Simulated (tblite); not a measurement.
C3H13ClSi4.
Geometry (GFN2-xTB, Å), atoms numbered from 1 in this order:
```xyz
21
C3H13ClSi4 angstrom
Cl     3.1120   -0.4981    1.8764
C      2.9401    0.3324    0.3074
C      1.8727   -0.3272   -0.5505
C      0.4765   -0.3180    0.0666
Si    -0.2124    1.4480    0.3924
Si    -2.4976    1.1632    0.7082
Si    -2.8362   -0.9611   -0.1987
Si    -0.6969   -1.4546   -0.9532
H      2.6888    1.3685    0.5302
H      3.9184    0.2841   -0.1726
H      1.8540    0.2019   -1.5074
H      2.1811   -1.3573   -0.7527
H      0.5600   -0.7919    1.0524
H      0.5051    2.0581    1.5209
H      0.1474    2.2695   -0.7759
H     -2.8905    1.2911    2.1179
H     -3.2774    2.2176    0.0463
H     -3.3432   -1.9535    0.7579
H     -3.8212   -1.0046   -1.2868
H     -0.4872   -1.1205   -2.3717
H     -0.2023   -2.8308   -0.8078
```

Level: GFN2-xTB in tblite, geometry and Hessian alike; calculated harmonic values, unscaled, isolated species. This tight-binding method is rough: wavenumbers can miss measured ones by several per cent, in bad cases by 10 to 20. Modes of hydrogen on silicon can be 10 to 20 % off. One conformer, not necessarily the lowest.

Harmonic wavenumbers (cm⁻¹): 31.4, 39.9, 56.9, 97.2, 170.9, 196.8, 218.6, 239.6, 302.2, 309.6, 331.5, 389.6, 402.5, 414.8, 420.7, 447.1, 468.5, 492.6, 514.4, 516.7, 539.8, 561.4, 611.8, 646.6, 662.8, 671.1, 703.4, 802.7, 805.8, 811.5, 828.8, 849.2, 861.2, 963.2, 1025.1, 1102.1, 1107.2, 1144.6, 1175.1, 1258.2, 1293.9, 1344.1, 1437.6, 1482.3, 2153.7, 2163.4, 2171.8, 2181.4, 2187.7, 2190.4, 2193.2, 2198.1, 2897.4, 2940.3, 2957.2, 2974.2, 2993.6.

A = 1394, B = 454.1, C = 393.0 MHz; mass 195.978 u (most abundant isotopes); point group C1, symmetry number 1.

Task: Zero-point energy?

Result: ½Σν̃ = 30477 cm⁻¹ = 87.14 kcal/mol.

Task: Give the ideal-gas entropy at 500 K and 1 bar in the rigid-rotor, harmonic-oscillator model (classical rotation).

Result: Translation 44.32, rotation 33.08, vibration 71.77: S = 149.2 cal/(mol K).

Task: And Cp and H(500 K) − H(0)?

Result: Cp = 73.07 cal/(mol K), of which vibrations give 65.13 (their classical limit is 57 R = 113.3); H(500 K) − H(0) = 22.04 kcal/mol without the zero-point energy, 18.07 from vibrations.

Task: What must be added to the electronic energy to get the Gibbs energy at 500 K and 1 bar?

Result: ZPE + [H(500 K) − H(0)] − T·S = 87.14 + 22.04 − 74.58 = 34.60 kcal/mol.

Task: Blend soft modes into free rotors: weight 1/[1 + (100 cm⁻¹/ν̃)⁴] for the oscillator and the rest for a rotor with moment μB/(μ + B), μ = h/(8π²ν), B = 10⁻⁴⁴ kg m². What vibrational entropy results?

Result: 65.38 cal/(mol K) in place of 71.77, which changes −T·S at 500 K by +3.19 kcal/mol.

Task: Which modes carry the vibrational entropy at 500 K?

Result: 31.4 cm⁻¹: 6.77; 39.9 cm⁻¹: 6.29; 56.9 cm⁻¹: 5.59; 97.2 cm⁻¹: 4.53; 170.9 cm⁻¹: 3.42; 196.8 cm⁻¹: 3.14 cal/(mol K); the other 51 give 42.04 together.

Hindered rotation and anharmonicity are outside this model. Other conformers, if any are populated, would add a mixing term that is left out. The structure is chiral; the term R ln 2 for an equal mix with its mirror image is left out.
